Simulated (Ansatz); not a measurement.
# Cost against result

The pair of HBr (SMILES Br, atoms 1–2) and H2Te (SMILES [TeH2], atoms 3–5), both closed shells, in one local arrangement (a lower one may exist), relaxed at PBE0-D4/def2-TZVP:

| atom | x (Å) | y (Å) | z (Å) |
| --- | --- | --- | --- |
| Br1 | 0.0389 | -0.1577 | -2.7773 |
| H2 | -0.2528 | -0.0718 | -1.3651 |
| Te3 | -0.6969 | 0.0889 | 1.2614 |
| H4 | 0.4847 | 1.2434 | 1.3739 |
| H5 | 0.4260 | -1.1028 | 1.5070 |

Interaction energies are counterpoise-corrected; the time is that of the whole pair.

Ansatz 0.2.0; basis: as named in each row; cores frozen in the correlated methods. Filled d shells of the heavier atoms are correlated. Core potentials replace the inner electrons of the atoms past krypton. The def2 sets are not built for correlating such inner shells, so the correlated values are less sure here. B3LYP uses VWN-RPA correlation. Extrapolation: Hartree–Fock as exp(−7.88 √X), correlation as X^−2.97.

Times are rough, for one single point on 4 threads of a shared host (Arm Neoverse V1).

The estimate by CCSD(T) at an estimated basis limit (MP2 extrapolated from triple and quadruple zeta, plus CCSD(T) − MP2 in triple zeta) is -2.82 kcal/mol.

```csv
method,basis,time (s),interaction energy (kcal/mol),method less estimate
SPW92,def2-SVP,under 1,-6.35,-3.53
PBE-D4,def2-SVP,under 1,-4.62,-1.80
PBE0-D4,def2-SVP,under 1,-4.04,-1.22
PBE-D4,def2-TZVPPD,1,-4.74,-1.92
revPBE-D4,def2-TZVPPD,1,-4.09,-1.27
BLYP-D4,def2-TZVPPD,2,-3.93,-1.11
CCSD(T),def2-SVP,2,-0.46,2.36
PBE0-D4,def2-TZVPPD,2,-4.07,-1.25
HSE06-D4,def2-TZVPPD,2,-4.14,-1.32
B3LYP-D4,def2-TZVPPD,2,-3.64,-0.82
r2SCAN-D4,def2-TZVPPD,2,-3.68,-0.86
wB97M-V,def2-SVP,3,-2.68,0.14
B2PLYP,def2-TZVPPD,3,-2.20,0.62
wB97X-V,def2-TZVPPD,5,-2.66,0.16
B97M-V,def2-TZVPPD,6,-3.04,-0.22
wB97M-V,def2-TZVPPD,6,-2.60,0.22
MP2,def2-QZVPPD,6,-3.33,-0.51
CCSD(T),def2-TZVPPD,43,-2.01,0.81
```

T1 diagnostic: at most 0.011.
